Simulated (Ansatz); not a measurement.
In₉Ga, 10 atoms. Hardware: 4 threads of Arm Neoverse V2 on a shared host.

In the def2 sets In takes a core potential; there is no spin–orbit coupling. Correlated methods freeze 45 core orbitals; core or outer-core shells of Ga, In are correlated, in sets that lack core-valence functions.

**Question.** How many basis functions does each of these Ansatz runs have, and roughly what does it cost? MP2/def2-SVP, charge 0 singlet, energy, from earlier orbitals; PBE-D4/def2-SVP, charge 1 doublet at the geometry of the charge 0 singlet, energy; r2SCAN-D4/def2-SVP, charge 0 triplet at the geometry of the charge 0 singlet, energy, from earlier orbitals; PBE-D4/def2-SVP, charge 0 singlet, relaxation, 25 steps; r2SCAN-D4/def2-SVP, charge 0 singlet, energy and forces, from earlier orbitals; PBE-D4/def2-SVP, charge -1 doublet at the geometry of the charge 0 singlet, energy; PBE0-D4/def2-SVP, charge 0 singlet, energy, from earlier orbitals; PBE-D4/def2-SVP, charge 0 singlet, energy, from earlier orbitals; PBE-D4/def2-SVP, charge 0 triplet at the geometry of the charge 0 singlet, energy.

**Answer.** Other jobs shared the machine, so times can vary by a factor of up to 3.

```json
{"run": "PBE-D4/def2-SVP, charge 0 singlet, energy, from earlier orbitals", "functions": "266", "fitting or Cholesky vectors": "3199", "wall time": "12 s", "peak host memory (GiB)": "0.77"}
{"run": "PBE-D4/def2-SVP, charge 1 doublet at the geometry of the charge 0 singlet, energy", "functions": "266", "fitting or Cholesky vectors": "3199", "wall time": "29 s", "peak host memory (GiB)": "0.9"}
{"run": "PBE-D4/def2-SVP, charge -1 doublet at the geometry of the charge 0 singlet, energy", "functions": "266", "fitting or Cholesky vectors": "3199", "wall time": "32 s", "peak host memory (GiB)": "0.9"}
{"run": "r2SCAN-D4/def2-SVP, charge 0 singlet, energy and forces, from earlier orbitals", "functions": "266", "fitting or Cholesky vectors": "3199", "wall time": "34 s", "peak host memory (GiB)": "0.86"}
{"run": "PBE0-D4/def2-SVP, charge 0 singlet, energy, from earlier orbitals", "functions": "266", "fitting or Cholesky vectors": "3370", "wall time": "35 s", "peak host memory (GiB)": "1.9"}
{"run": "PBE-D4/def2-SVP, charge 0 triplet at the geometry of the charge 0 singlet, energy", "functions": "266", "fitting or Cholesky vectors": "3199", "wall time": "35 s", "peak host memory (GiB)": "0.94"}
{"run": "MP2/def2-SVP, charge 0 singlet, energy, from earlier orbitals", "functions": "266", "fitting or Cholesky vectors": "3370", "wall time": "56 s", "peak host memory (GiB)": "1.9"}
{"run": "r2SCAN-D4/def2-SVP, charge 0 triplet at the geometry of the charge 0 singlet, energy, from earlier orbitals", "functions": "266", "fitting or Cholesky vectors": "3199", "wall time": "88 s", "peak host memory (GiB)": "1.1"}
{"run": "PBE-D4/def2-SVP, charge 0 singlet, relaxation, 25 steps", "functions": "266", "fitting or Cholesky vectors": "3199", "wall time": "4.4 min", "peak host memory (GiB)": "0.78"}
```
